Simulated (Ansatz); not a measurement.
Two isomers of C2H10N2Si: A = `C[SiH](N)CN`, B = `NCC[SiH2]N`.

Calculated with Ansatz (gas phase, PBE0-D4/def2-TZVP geometries, no zero-point term in ΔE). CCSD(T)/CBS is the MP2 limit (def2-TZVPP, def2-QZVPP) plus CCSD(T) − MP2 in def2-TZVPP, frozen cores. DFT in def2-TZVPP. Each species was taken in one conformer, which may not be the lowest.

Which isomer does CCSD(T)/CBS put lower? Give the gap. (Best estimate.)

Computed: A, by 38.6 kJ/mol.

Give E(B) − E(A) in kJ/mol with CCSD/def2-TZVPP, CCSD(T)/def2-TZVPP, r2SCAN-D4, PBE0-D4, B2PLYP, PBE-D4, HF/def2-TZVPP. (Best estimate.)

Computed: CCSD/def2-TZVPP 37.3, CCSD(T)/def2-TZVPP 38.0, r2SCAN-D4 42.9, PBE0-D4 41.1, B2PLYP 38.7, PBE-D4 41.8, HF/def2-TZVPP 31.5. None reverses the order clearly.

Largest T1 diagnostic: 0.009.

The D4 term adds +3.5 kJ/mol with B3LYP and +1.9 kJ/mol with PBE0; it sums over pairs of atoms, weighted by their polarisabilities, and B3LYP, whose exchange is more repulsive, gets the larger term. In def2-TZVPP, CCSD(T) changes the Hartree–Fock value by +6.4 kJ/mol (the triples alone add +0.7 kJ/mol) and MP2 by +8.0 kJ/mol.

B3LYP here is the variant with VWN-RPA as its local correlation; programs differ in this.
